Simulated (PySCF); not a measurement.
CH5Si, SMILES C[SiH2] (connectivity only; charge and spin as stated), charge +1, multiplicity 1.

Geometry: B3LYP-D3(BJ)/def2-TZVP. The multiplicity is an assumed one; other spin states were not compared. The isomer is the one that the SMILES or the coordinates give; other isomers of the formula were not compared.

Two levels are set side by side: TDDFT-PBE/def2-TZVPD (PySCF) and TDDFT-PBE0/def2-TZVPD (PySCF). Vertical, same geometry. The lowest singlet is HOMO→LUMO 99 % with PBE and HOMO→LUMO 99 % with the other functional; states are paired by order. Differences are taken from unrounded values.

```json
[
 {"quantity": "lowest singlet excitation (eV)", "TDDFT-PBE0": "5.36"},
 {"quantity": "lowest triplet excitation (TDA) (eV)", "TDDFT-PBE0": "4.80"},
 {"quantity": "first bright state (f over 0.05) (eV)", "TDDFT-PBE0": "7.36"},
 {"quantity": "its oscillator strength", "TDDFT-PBE0": "0.05"}
]
```

### Question
What does TDDFT-PBE give, and how far is it from TDDFT-PBE0? (An estimate is asked for; the answer gives what the named calculation found.)

### Answer

| quantity | TDDFT-PBE | TDDFT-PBE minus TDDFT-PBE0 |
|---|---|---|
| lowest singlet excitation (eV) | 4.99 | -0.37 |
| lowest triplet excitation (TDA) (eV) | 4.48 | -0.32 |
| first bright state (f over 0.05) (eV) | 6.61 | -0.75 |
| its oscillator strength | 0.06 | 0.00 |

A lower first singlet is the usual sign of a functional without exact exchange. Differences between two approximate levels are no errors against the true value.

Rough cost on one machine, each run with all the roots and properties that it gave: TDDFT-PBE0 against TDDFT-PBE about 3 times.
